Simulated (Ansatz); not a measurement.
```tsv
atom	x (Å)	y (Å)	z (Å)
O	0.0000	0.0000	-1.8167
C	0.0000	0.0000	-0.5677
S	0.0000	0.0000	1.1212
```

Basis set: cc-pVDZ (spherical functions). Frozen core: 7 orbitals. Charge 0, multiplicity 1.

Computed with Ansatz (development build ahead of 0.2.0); each method stands on the lowest determinant of its kind that the runs found. Restricted open shells among the atoms or ions are ROHF, correlated in semicanonical orbitals with singles.

The atomization energy at this shape (free ground-state atoms in the same class of orbitals less the molecule, no zero-point energy) of singlet COS:

```
method  atomization energy
   RHF             7.92 eV
```

What does RHF-MP2 give?

13.49 eV. Caution: the shape is not the minimum.
